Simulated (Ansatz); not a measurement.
H2SeZn (SMILES [ZnH][SeH]) moved off its minimum; all values from Ansatz (an electronic-structure program), cores frozen in correlated methods.
(charge 0, multiplicity 1)
```xyz
4

Zn    -0.7001    -0.5467    -0.8602
H     -1.6413    -1.1492    -1.8706
Se     0.6613     0.4858     0.7420
H      0.6625    -0.7401     1.5571
```

Forces at HF/def2-TZVPP (eV/Å):

```tsv
atom	Fx	Fy	Fz
Zn1	0.428	0.433	0.527
H2	-0.484	-0.381	-0.581
Se3	0.005	-0.354	0.169
H4	0.051	0.302	-0.115
```

### Question
Give the forces (eV/Å), the total energy and the dipole at CCSD(T)/def2-TZVPPD.

### Answer

| atom | Fx | Fy | Fz |
|---|---|---|---|
| Zn1 | 0.279 | 0.287 | 0.433 |
| H2 | -0.098 | -0.115 | -0.172 |
| Se3 | -0.178 | -0.171 | -0.255 |
| H4 | -0.003 | 0.000 | -0.006 |
Energy -4179.5040 hartree, dipole 1.17 D.
